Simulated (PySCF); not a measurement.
C2H9FSi3. Atoms are numbered in the order given.

```xyz
15

F     -0.8966    -0.9464    -2.1801
C     -0.8088    -0.0740    -1.1064
C     -2.1013     0.0054    -0.2721
Si    -1.3256     0.5662     1.3974
Si     0.4696    -0.4888     0.3063
Si     2.6329     0.3901     0.1060
H     -0.5713     0.9292    -1.5093
H     -2.9116     0.5939    -0.7312
H     -2.4744    -1.0219    -0.1129
H     -1.2054     2.0474     1.5251
H     -1.9637     0.0084     2.6218
H      0.4744    -1.9594     0.5691
H      2.5317     1.8390    -0.2404
H      3.3677     0.2544     1.3984
H      3.4051    -0.3076    -0.9643
```

Geometry optimised at B3LYP-D3(BJ)/def2-SVP. The structure was generated by enumeration; whether it is a known compound was not checked.

Level of theory: TDA-PBE/def2-SVPD run with PySCF 2.14.0.

Vertical excitations. 

| state | energy (eV) | λ (nm) | f | main pairs |
|---|---|---|---|---|
| S1 | 5.41 | 229 | 0.007 | HOMO−1→LUMO 66 %, HOMO→LUMO 24 % |
| S2 | 5.56 | 223 | 0.069 | HOMO→LUMO 43 %, HOMO→LUMO+2 18 %, HOMO−1→LUMO 13 %, HOMO−1→LUMO+1 11 % |
| S3 | 5.71 | 217 | 0.014 | HOMO→LUMO+1 76 % |
| S4 | 5.88 | 211 | 0.149 | HOMO→LUMO+2 36 %, HOMO→LUMO 16 %, HOMO−1→LUMO+2 14 %, HOMO−1→LUMO+1 13 % |
| S5 | 5.90 | 210 | 0.023 | HOMO−1→LUMO+1 60 %, HOMO→LUMO+2 20 % |
| S6 | 6.08 | 204 | 0.017 | HOMO−1→LUMO+2 74 % |
| T1 | 4.68 | 265 | 0 | HOMO→LUMO 96 % |
| T2 | 5.04 | 246 | 0 | HOMO−1→LUMO 73 %, HOMO→LUMO+1 24 % |
Triplets are in the Tamm–Dancoff approximation.
